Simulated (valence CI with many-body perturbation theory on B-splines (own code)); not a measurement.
## Ce LIII: electric-dipole lines

Calculated by valence CI with perturbative core correlation (CI+MBPT): four valence electrons over a frozen Dirac-Fock core [He], a basis of 11 s, 11 p, 9 d, 7 f, 5 g, 2 h, 1 i functions for each j, with the one-electron correlation potential Σ1 (screened to all orders), the two-electron term Σ2, the three-electron term Σ3, Breit, model QED; selected single and double excitations, second order for the rest (own B-spline code, finite nucleus).

No measured spectrum was set against this ion. As an estimate, large intervals hold to a few tenths of a per cent, small ones and those within an open d or f shell to about a per cent. Among the levels kept, up to 260 cm⁻¹ of a level comes from second order outside the variational space, and about a tenth of that is noise between levels of different J, which matters for small intervals.

Lines 1 to 50 of 274 in falling wavelength, among levels below 6955.0 eV, chosen from the strongest by gf and those to the six lowest levels. Wavelengths and rates use the calculated energies. Electric multipoles are in the length gauge, E1 and E2 with the static RPA response of the core. Weak lines are less certain than strong ones. Lines between different terms over intervals too small for the method are left out, as are lines whose strength nearly cancels. The highest levels of a list are the least certain.

Levels are named by their leading jj configuration (3d3/2^4 stands for four electrons in 3d with j = 3/2), which in mixed levels can hold well under half, so a name can repeat and another be missing. Letters in brackets count levels of one name in rising energy.

```csv
λ vac (Å),Upper,Lower,A (s⁻¹),log gf,Branch %
134.3,(2s 2p1/2 2p3/2 3d5/2) J=4 [a],(2s 2p1/2 2p3/2 3p3/2) J=3 [a],7.00e+09,-0.77,0.1
130.6,(2s^2 2p3/2 3d5/2) J=4,(2s^2 2p3/2 3p3/2) J=3,9.47e+09,-0.66,21.9
130.4,(2s 2p1/2 2p3/2 3d5/2) J=5,(2s 2p1/2 2p3/2 3p3/2) J=4,1.30e+10,-0.44,47.9
129.9,(2s 2p1/2 2p3/2 3p1/2) J=2 [b],(2s 2p1/2 2p3/2 3s) J=3,9.42e+09,-0.92,0.0
128.3,(2s 2p1/2^2 3d5/2) J=3,(2s 2p1/2^2 3p3/2) J=2,1.37e+10,-0.63,0.0
123.7,(2s 2p1/2 2p3/2 3d5/2) J=4 [c],(2s 2p1/2 2p3/2 3p3/2) J=3 [c],1.46e+10,-0.52,0.0
123.3,(2s 2p1/2 2p3/2 3d5/2) J=4 [b],(2s 2p1/2 2p3/2 3p3/2) J=3 [b],1.23e+10,-0.60,0.0
120.9,(2s^2 2p1/2 3d5/2) J=3,(2s^2 2p1/2 3p3/2) J=2,1.51e+10,-0.64,0.0
119.1,(2s 2p1/2 2p3/2 3d5/2) J=3 [a],(2s 2p1/2 2p3/2 3p3/2) J=2 [a],1.25e+10,-0.73,0.0
115.6,(2s 2p1/2^2 3d5/2) J=2,(2s 2p1/2^2 3p3/2) J=1,1.70e+10,-0.77,0.0
110.9,(2s 2p1/2 2p3/2 3d5/2) J=3 [c],(2s 2p1/2 2p3/2 3p3/2) J=2 [c],1.08e+10,-0.86,0.0
79.05,(2s 2p1/2 2p3/2^2) J=2 [a],(2s^2 2p3/2^2) J=2,1.09e+09,-2.29,0.3
76.00,(2s 2p1/2 2p3/2 3p3/2) J=4,(2s^2 2p3/2 3p3/2) J=3,2.96e+10,-0.64,4.2
73.50,(2s 2p1/2 2p3/2 3p3/2) J=3 [b],(2s^2 2p3/2 3p3/2) J=2,2.06e+10,-0.93,0.0
68.37,(2s 2p1/2^2 3p3/2) J=2,(2s^2 2p1/2 3p3/2) J=1,5.22e+10,-0.74,0.5
67.66,(2s 2p1/2 2p3/2 3d3/2) J=3 [b],(2s 2p1/2 2p3/2 3p1/2) J=2 [b],2.62e+10,-0.90,0.0
65.88,(2s 2p1/2 2p3/2 3d3/2) J=2 [b],(2s 2p1/2 2p3/2 3p1/2) J=2 [b],4.96e+10,-0.79,0.0
65.19,(2s 2p1/2^2 2p3/2) J=2,(2s^2 2p1/2 2p3/2) J=2,6.65e+09,-1.67,38.6
64.56,(2s 2p1/2 2p3/2 3p3/2) J=1 [a],(2s 2p1/2 2p3/2 3s) J=1 [a],8.12e+10,-0.82,0.1
64.11,(2s^2 2p3/2 3p3/2) J=1,(2s^2 2p3/2 3s) J=1,7.15e+10,-0.88,0.6
63.95,(2s 2p1/2 2p3/2 3p3/2) J=3 [c],(2s 2p1/2 2p3/2 3s) J=2 [c],9.28e+10,-0.40,0.1
63.91,(2s 2p1/2 2p3/2 3d3/2) J=2 [d],(2s 2p1/2 2p3/2 3p1/2) J=1 [c],6.24e+10,-0.72,0.0
63.88,(2s^2 2p1/2 3d3/2) J=1,(2s^2 2p1/2 3p1/2) J=0,6.03e+10,-0.96,0.0
63.83,(2s 2p1/2 2p3/2 3d3/2) J=2 [a],(2s 2p1/2 2p3/2 3p1/2) J=2 [a],4.10e+10,-0.90,0.0
63.82,(2s 2p1/2 2p3/2^2) J=3,(2s^2 2p3/2^2) J=2,9.76e+09,-1.38,3.3
63.81,(2s 2p1/2^2 3p3/2) J=1,(2s 2p1/2^2 3s) J=0,8.84e+10,-0.79,0.0
63.80,(2s 2p1/2 2p3/2 3p3/2) J=2 [b],(2s 2p1/2 2p3/2 3s) J=2 [b],8.47e+10,-0.59,0.1
63.01,(2s 2p1/2 2p3/2 3d5/2) J=3 [b],(2s 2p1/2 2p3/2 3p1/2) J=2 [c],2.86e+10,-0.92,0.0
62.91,(2s^2 2p3/2 3d3/2) J=2,(2s^2 2p3/2 3p1/2) J=1,4.23e+10,-0.90,0.0
62.41,(2s 2p1/2 2p3/2 3d5/2) J=4 [a],(2s 2p1/2 2p3/2 3p1/2) J=3,3.21e+10,-0.77,0.4
62.40,(2s 2p1/2^2 3d3/2) J=1,(2s 2p1/2^2 3p1/2) J=0,6.33e+10,-0.95,0.1
61.56,(2s 2p1/2 2p3/2 3d3/2) J=3 [c],(2s 2p1/2 2p3/2 3p1/2) J=2 [c],6.16e+10,-0.61,0.0
61.37,(2s 2p1/2 2p3/2 3d3/2) J=3 [a],(2s 2p1/2 2p3/2 3p1/2) J=2 [a],8.38e+10,-0.48,0.0
61.20,(2s 2p1/2 2p3/2 3p3/2) J=1 [b],(2s 2p1/2 2p3/2 3s) J=2 [b],6.83e+10,-0.94,0.0
61.01,(2s 2p1/2 2p3/2 3p3/2) J=2 [a],(2s 2p1/2 2p3/2 3s) J=1 [a],6.98e+10,-0.71,0.1
60.96,(2s 2p1/2 2p3/2 3d3/2) J=2 [a],(2s 2p1/2 2p3/2 3p1/2) J=1 [a],4.94e+10,-0.86,0.0
60.92,(2s^2 2p3/2 3d3/2) J=3,(2s^2 2p3/2 3p1/2) J=2,9.97e+10,-0.41,0.0
60.90,(2s^2 2p1/2 3d3/2) J=2,(2s^2 2p1/2 3p1/2) J=1,9.60e+10,-0.57,0.1
60.53,(2s 2p1/2 2p3/2 3d3/2) J=1 [a],(2s 2p1/2 2p3/2 3p1/2) J=1 [a],8.20e+10,-0.87,0.1
60.36,(2s 2p1/2^2 3d3/2) J=2,(2s 2p1/2^2 3p1/2) J=1,7.99e+10,-0.66,0.1
60.19,(2s 2p1/2 2p3/2 3d3/2) J=4,(2s 2p1/2 2p3/2 3p1/2) J=3,4.99e+10,-0.61,0.7
60.16,(2s 2p1/2 2p3/2 3p3/2) J=3 [a],(2s 2p1/2 2p3/2 3s) J=2 [a],1.44e+11,-0.26,0.3
59.99,(2s 2p1/2^2 2p3/2) J=2,(2s^2 2p1/2 2p3/2) J=1,1.06e+10,-1.54,61.4
59.83,(2s^2 2p3/2 3p3/2) J=3,(2s^2 2p3/2 3s) J=2,1.61e+11,-0.22,1.9
59.30,(2s 2p1/2 2p3/2 3p3/2) J=2 [d],(2s 2p1/2 2p3/2 3s) J=1 [c],1.46e+11,-0.42,0.2
59.29,(2s 2p1/2 2p3/2 3p3/2) J=3 [b],(2s 2p1/2 2p3/2 3s) J=2 [b],5.43e+10,-0.70,0.0
59.27,(2s 2p1/2 2p3/2 3d3/2) J=3 [b],(2s 2p1/2 2p3/2 3p1/2) J=3,5.19e+10,-0.72,0.0
59.14,(2s 2p1/2 2p3/2 3p3/2) J=4,(2s 2p1/2 2p3/2 3s) J=3,1.20e+11,-0.25,16.9
59.14,(2s 2p1/2 2p3/2 3p3/2) J=3 [c],(2s^2 2p3/2 3p3/2) J=2,3.56e+10,-0.88,0.0
58.96,(2s 2p1/2 2p3/2 3p3/2) J=2 [e],(2s 2p1/2 2p3/2 3s) J=2 [c],6.47e+10,-0.77,0.1
```
